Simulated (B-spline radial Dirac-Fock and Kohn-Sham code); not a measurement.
**Relativistic shifts of the levels of Os¹⁷⁺**

System: osmium as Os¹⁷⁺, configuration 1s2 2s2 2p6 3s2 3p6 3d10 4s2 4p6 4d10 4f12 5s1.

Both columns are ΔSCF binding energies of the configuration average from a B-spline atomic structure program: non-relativistic Hartree-Fock with a point nucleus, and Dirac-Fock with a finite nucleus and the Coulomb interaction alone, averaged over the two j levels with weights 2j+1.

| shell | Hartree-Fock (eV) | Dirac-Fock (eV) | shift (eV) | shift (%) |
| --- | --- | --- | --- | --- |
| 1s | 68287.1 | 74670.0 | +6382.88 | +9.35 |
| 2s | 11734.9 | 13438.4 | +1703.46 | +14.52 |
| 2p | 11257.1 | 11829.1 | +571.95 | +5.08 |
| 3s | 3051.9 | 3477.3 | +425.42 | +13.94 |
| 3p | 2829.0 | 2991.0 | +161.98 | +5.73 |
| 3d | 2418.3 | 2403.6 | -14.74 | -0.61 |
| 4p | 854.6 | 896.4 | +41.84 | +4.90 |
| 4d | 679.4 | 678.1 | -1.36 | -0.20 |
| 4f | 448.3 | 439.3 | -8.97 | -2.00 |
| 5s | 396.9 | 426.3 | +29.39 | +7.40 |

Relativity binds 1s, 2s, 2p, 3s, 3p, 4p, 5s more strongly, among those listed most of all 2s in relative terms, and 3d, 4d, 4f more weakly, because the contracted s and p shells screen the nucleus better.

Values without a named source are computed, but for edge energies of neutral atoms, which are taken from tables.
